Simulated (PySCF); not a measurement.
H₃O, charge +1, singlet, geometry from GFN2-xTB. Base run: PySCF with HF/def2-TZVP.

The PySCF input:
```python
from pyscf import gto, scf

mol = gto.M(
    atom='''
O     0.070940    0.002888    0.031336
H    -0.025127    0.805022   -0.529842
H     0.027376   -0.824717   -0.498515
H    -0.569771   -0.003407    0.777672
''',
    basis='def2-tzvp',
    charge=1,
    spin=0,
    verbose=4,
)

mf = scf.RHF(mol)
mf.kernel()
```

Variants of this job, named by their change:

| change | ΔE vs base (µEh) | fitting functions |
|---|---|---|
| base | 0.0 | - |
| auxbasis = cc-pvqz-jkfit | -0.2 | 259 |
| auxbasis = def2-universal-jfit | 689 | 82 |
| auxbasis = even-tempered beta=1.6 | 2.9 | 367 |
| exchange = seminumerical (SGX) (with mf = sgx.sgx_fit(mf, auxbasis='def2-universal-jfit'); with mf.with_df.dfj = True) | -258 | 82 |
| auxbasis = def2-tzvp-ri | 5.7 | 121 |
| auxbasis = even-tempered beta=3.0 | 4.2 | 170 |
| auxbasis = even-tempered beta=2.0 | 4.3 | 257 |
| auxbasis = cc-pvtz-ri | 9.0 | 171 |
| only_dfj = on; auxbasis = def2-universal-jfit | -258 | 82 |

A fitting set is made for a task (jfit for Coulomb, jkfit for Coulomb and exchange, ri for correlation) and for a family of orbital bases.
